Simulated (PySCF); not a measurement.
Gas-phase reaction: 4 GaCl2 + GaH3.NH3 → GaNH2 + 4 HCl + 4 GaCl

Computed with PySCF (xtb for GFN2) and rigid-rotor harmonic-oscillator thermochemistry at 1 bar. † marks an energy on the PBE0/def2-TZVP geometry and frequencies; other levels use their own. CCSD(T) freezes the core. Open shells (unrestricted): GaCl2 (multiplicity 2); the rest are closed-shell singlets. GFN2 has no spin-polarisation term. B3LYP is the form with VWN-RPA correlation. Ga: all electrons, no relativistic terms. Adducts (GaH3.NH3) have no counterpoise correction, and HF, PBE, BLYP, B3LYP and PBE0 lack dispersion. GaCl2, GaH3.NH3, GaNH2: computed as isolated molecules; such fragments, hydroxides, amides, oligomers or adducts are transient or little studied in the gas. CCSD(T) isn't extrapolated to the basis-set limit; its ΔH°(298 K) is 123.6 kJ in def2-SVP and 99.1 kJ in def2-TZVPP. The harmonic model lacks anharmonicity and excited electronic states, which grow with temperature; levels with a mode under 35 cm⁻¹ are left out. Soft modes under 120 cm⁻¹ make the harmonic entropy rough for GaCl2, GaH3.NH3.

```json
[
 {"level": "B3LYP/def2-TZVP†", "ΔE electronic, kJ": "32", "ΔH°(298 K), kJ": "13", "ΔS°(298 K), J/K": "465", "ΔG°(800 K), kJ": "-359"},
 {"level": "CCSD(T)/def2-SVP†", "ΔE electronic, kJ": "143", "ΔH°(298 K), kJ": "124", "ΔS°(298 K), J/K": "465", "ΔG°(800 K), kJ": "-248"},
 {"level": "GFN2-xTB", "ΔE electronic, kJ": "180", "ΔH°(298 K), kJ": "159", "ΔS°(298 K), J/K": "440", "ΔG°(800 K), kJ": "-190"},
 {"level": "PBE0/def2-QZVP†", "ΔE electronic, kJ": "128", "ΔH°(298 K), kJ": "108", "ΔS°(298 K), J/K": "465", "ΔG°(800 K), kJ": "-264"},
 {"level": "ωB97M-V/def2-TZVP†", "ΔE electronic, kJ": "92", "ΔH°(298 K), kJ": "72", "ΔS°(298 K), J/K": "465", "ΔG°(800 K), kJ": "-300"}
]
```
ΔH° is lowest at B3LYP/def2-TZVP† and highest at GFN2-xTB. No reference value is set beside these.
